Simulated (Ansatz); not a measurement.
```yaml
crystal:
  periodic: [false, false, false]
  atoms:
    - {symbol: Cs, position_ang: [-3.097469, 2.713805, 3.439974]}
    - {symbol: Cs, position_ang: [1.884409, -3.264976, -0.962254]}
    - {symbol: Cs, position_ang: [-0.477990, 2.078284, -0.827684]}
    - {symbol: Cs, position_ang: [-0.763610, -2.220117, 3.089668]}
    - {symbol: Cs, position_ang: [2.380913, 0.665034, -4.782486]}
basis:
  gaussian: {orbitals: def2-SVPD, fitting: {mean_field: def2-universal-jkfit}}
total_charge: -1
hamiltonian: {xc: {name: LC-wPBE}}
scf: {lower_state_search: full}
```

```sh
$ ansatz run in.yaml --threads 4 --pin off --events-out ev --progress --plain --max-ram 3916MiB
```

Shortened log:

```
Functional definition: LC-wPBE
650 factors; integrals over basis functions are off by at most 2.1e-1 eV
650 factors; integrals over basis functions are off by at most 1.3e-1 eV
mean field evaluation 1: about -2744.4684 eV, gradient 2.2e0 eV
mean field evaluation 2: about -2744.4681 eV, gradient 2.2e0 eV
mean field evaluation 4: about -2744.6319 eV, gradient 6.4e-1 eV
mean field evaluation 8: about -2744.6618 eV, gradient 1.1e-1 eV
mean field evaluation 16: about -2744.6636 eV, gradient 4.9e-4 eV
mean field evaluation 32: about -2743.6713 eV, gradient 4.6e0 eV
mean field evaluation 64: about -2711.6537 eV, gradient 1.0e2 eV
mean field evaluation 96: about -2722.1793 eV, gradient 6.2e1 eV
mean field evaluation 128: about -2720.5164 eV, gradient 9.5e1 eV
mean field evaluation 160: about -2728.6503 eV, gradient 4.9e1 eV
mean field evaluation 192: about -2715.8184 eV, gradient 9.8e1 eV
mean field evaluation 224: about -2721.0376 eV, gradient 6.3e1 eV
mean field evaluation 256: about -2715.3827 eV, gradient 7.9e1 eV
mean field evaluation 288: about -2744.6630 eV, gradient 6.2e-2 eV
mean field evaluation 320: about -2744.6636 eV, gradient 3.7e-4 eV
mean field evaluation 352: about -2741.8869 eV, gradient 1.4e1 eV
mean field -2744.66359595 eV, -100.8645267515 hartree, gradient 4.5e-5 eV, S^2 0.000000; 10 other end points of the search recorded, 0 dependent functions left out
reference -2744.66359596 eV, -100.8645267516 hartree; 23, 23 occupied and 112, 112 virtual orbitals, 650 factors
Total energy: -2744.66359596 eV, -100.8645267516 hartree
```

Run time 54 s (4 threads of Arm Neoverse V1 on a shared host).

In the def2 sets Cs takes a core potential; there is no spin–orbit coupling. LC-ωPBE has ω = 0.4 bohr⁻¹. The restricted singlet is unstable towards broken spin symmetry at other levels; at RKS LC-ωPBE/def2-SVPD this wasn't settled.
